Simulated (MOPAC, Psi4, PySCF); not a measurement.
Internal rotation in SMILES C1CC1C1CC1 (C6H10). Scanned: dihedral C1–C3–C4–C5; all other coordinates were relaxed at GFN2-xTB.

Geometry of the scan point at 120° (Å):
```
16

C      1.8220    -0.7667    -0.0477
C      1.7766     0.7000     0.2527
C      0.5135    -0.1125     0.2832
C     -0.5127     0.0880    -0.7827
C     -1.8680    -0.5404    -0.6482
C     -1.7151     0.9419    -0.4973
H      1.9919    -1.0704    -1.0696
H      2.2674    -1.4283     0.6796
H      1.9129     1.3898    -0.5663
H      2.1908     1.0482     1.1865
H      0.0918    -0.3214     1.2592
H     -0.0963     0.1507    -1.7811
H     -2.0701    -1.1225     0.2383
H     -2.3512    -0.9213    -1.5350
H     -2.0931     1.5817    -1.2800
H     -1.8110     1.3635     0.4917
```

Levels of theory: PBE/def2-TZVP // GFN2-xTB (Psi4); PBE-D3(BJ)/def2-TZVP // GFN2-xTB (Psi4); PM3, restricted, heats of formation // GFN2-xTB (MOPAC); RKS-B3LYP/6-31G* = restricted B3LYP/6-31G*, spherical d, density fitting // GFN2-xTB run with PySCF; RHF/6-31G* = restricted Hartree-Fock/6-31G*, spherical d, density fitting // GFN2-xTB run with PySCF; RKS-B3LYP/LANL2DZ = restricted B3LYP/LANL2DZ // GFN2-xTB (PySCF 2.14.0).

Least-squares fit of E(φ) = a0 + Σ (a_n cos nφ + b_n sin nφ), n = 1 to 4, to the 24 scan points, in kcal/mol above the lowest point of each profile (levels whose profile four harmonics don't fit are not listed):

| method | a0 | a1 | b1 | a2 | b2 | a3 | b3 | a4 | b4 | rms of fit |
|---|---|---|---|---|---|---|---|---|---|---|
| PBE/def2-TZVP | 1.25 | 0.17 | -0.56 | -0.44 | -0.28 | -1.02 | 0.72 | 0.10 | 0.10 | 0.14 |
| PBE-D3(BJ)/def2-TZVP | 1.23 | 0.10 | -0.36 | -0.44 | -0.29 | -1.03 | 0.72 | 0.10 | 0.14 | 0.15 |
| PM3 | 0.80 | 0.22 | -0.65 | -0.16 | -0.09 | -0.28 | 0.17 | 0.03 | 0.11 | 0.09 |
| RKS-B3LYP/6-31G* | 1.22 | 0.17 | -0.58 | -0.53 | -0.36 | -1.05 | 0.74 | 0.10 | 0.09 | 0.14 |
| RHF/6-31G* | 1.47 | 0.26 | -0.86 | -0.65 | -0.43 | -1.16 | 0.84 | 0.13 | 0.13 | 0.15 |
| RKS-B3LYP/LANL2DZ | 1.15 | 0.14 | -0.48 | -0.46 | -0.30 | -0.97 | 0.69 | 0.10 | 0.09 | 0.12 |
